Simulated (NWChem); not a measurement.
System: C2HCl2, doublet; SMILES Cl[C]=CCl

Program: NWChem. Spin-unrestricted. In the optimisation the excess spin sits in a' (Cs, its own frame). The geometry was optimised at PBE-D3(BJ)/def2-SVP, spin-unrestricted. No stability test was run on the SCF state.

Question: Predict the results for B3LYP/def2-SVP. Quantities: highest occupied level (eV); lowest empty minus highest occupied level, either spin (eV); dipole (D); <S²>.

Answer: 
| Item | Value |
|---|---|
| highest occupied level (eV) | -6.96 |
| lowest empty minus highest occupied level, either spin (eV) | 3.65 |
| dipole (D) | 0.55 |
| <S²> | 0.761 |
